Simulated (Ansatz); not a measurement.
Computed with Ansatz on PBE0-D4/def2-TZVP structures; ΔE is electronic, products minus reactants. CBS: MP2 limit from def2 TZ/QZ plus the TZ coupled-cluster correction, frozen cores. DFT in def2-TZVPP. One conformer a species, not always the lowest.

Consider the redistribution: `C[SiH2][SiH]([AlH2])Cl` + `NC[SiH2]F` → `C[SiH2][SiH](F)Cl` + `NC[SiH2][AlH2]`.

`C[SiH2][SiH]([AlH2])Cl`:

Cartesian coordinates in Å:
```
C -1.381 -1.504 0.549
Si 0.433 -1.085 0.784
Si 1.124 0.448 -0.852
Al -0.030 2.607 -0.693
Cl 3.187 0.695 -0.692
H -1.716 -2.204 1.318
H -1.549 -1.966 -0.427
H -2.004 -0.609 0.611
H 1.276 -2.310 0.705
H 0.649 -0.468 2.124
H 0.872 -0.178 -2.186
H 0.760 3.968 -0.507
H -1.621 2.606 -0.735
```

`NC[SiH2]F`:

Z-matrix (Å, degrees):
```
C
Si 1 1.870
N 1 1.462 2 105.0
H 1 1.099 2 112.8 3 126.6
H 1 1.094 2 107.8 3 -115.9
F 2 1.606 1 110.6 3 -170.3
H 2 1.482 1 110.9 3 70.1
H 2 1.487 1 109.6 3 -51.9
H 3 1.011 1 111.1 2 73.7
H 3 1.011 1 111.9 2 -166.2
```

`C[SiH2][SiH](F)Cl`:

```xyz
11

C     0.768    1.313   -0.800
Si   -0.161   -0.310   -0.864
Si   -0.709   -1.009    1.301
F    -1.686    0.055    1.991
Cl    1.015   -1.068    2.419
H     1.672    1.213   -0.195
H     0.147    2.096   -0.359
H     1.058    1.630   -1.804
H     0.668   -1.391   -1.466
H    -1.416   -0.192   -1.656
H    -1.356   -2.336    1.433
```

`NC[SiH2][AlH2]`:

```xyz
12

N     1.354    0.590   -1.756
C     0.801   -0.282   -0.729
Si   -0.643    0.544    0.175
Al   -1.596   -0.837    1.971
H     2.156    0.165   -2.206
H     1.665    1.467   -1.358
H     0.406   -1.186   -1.207
H     1.528   -0.631    0.023
H    -1.699    0.923   -0.809
H    -0.141    1.831    0.757
H    -2.822   -0.305    2.833
H    -1.010   -2.279    2.306
```

```tsv
level	ΔE (kJ/mol)
r2SCAN	5.9
MP2/CBS(def2)	11.1
```

Problem. What does CCSD(T)/CBS give? (Best estimate.)

Solution. Ansatz gave: +8.9 kJ/mol. The listed levels differ from it by -3.0, 2.2 kJ/mol.

Largest T1 diagnostic among the species: 0.011.
